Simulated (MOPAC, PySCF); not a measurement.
CHNOSi, SMILES `N#C[Si]O` (lower singlet), neutral singlet in the gas phase. This singlet lies 2.01 eV below the relaxed triplet at the level B3LYP/cc-pVTZ // PBE0-D3(BJ)/def2-TZVP (Ansatz).

Cartesian coordinates (Å):
SMILES: N#C[Si]O
```xyz
5

N      2.1100    -0.5757     0.1276
C      1.1430     0.0356    -0.0359
Si    -0.3547     1.1926    -0.3525
O     -1.5471     0.1248    -0.0037
H     -1.3511    -0.7774     0.2645
```
Charge 0, multiplicity 1.

All levels are single points at this geometry (PBE0-D3(BJ)/def2-TZVP); Pople sets use spherical d functions. Orbital energies aren't observables, and empty levels follow the basis.

B3LYP/6-311+G** in PySCF gives dipole (D) = 2.10.

Estimate the dipole (D) from each of these levels: PBE0-D3(BJ)/def2-TZVP in PySCF; B3LYP/6-31G* in PySCF; B3LYP/LANL2DZ in PySCF; BP86/6-31G* in PySCF; M06-2X/6-31G* in PySCF; PBE/6-31G* in PySCF; HF/3-21G in PySCF; HF/6-31G* in PySCF; HF/STO-3G in PySCF; AM1 in MOPAC; PM3 in MOPAC; PM7 in MOPAC.


```tsv
level	dipole (D)
PBE0-D3(BJ)/def2-TZVP in PySCF	2.27
B3LYP/6-31G* in PySCF	2.13
B3LYP/LANL2DZ in PySCF	1.72
BP86/6-31G* in PySCF	2.16
M06-2X/6-31G* in PySCF	2.14
PBE/6-31G* in PySCF	2.14
HF/3-21G in PySCF	1.69
HF/6-31G* in PySCF	2.13
HF/STO-3G in PySCF	2.60
AM1 in MOPAC	1.72
PM3 in MOPAC	2.62
PM7 in MOPAC	1.04
```
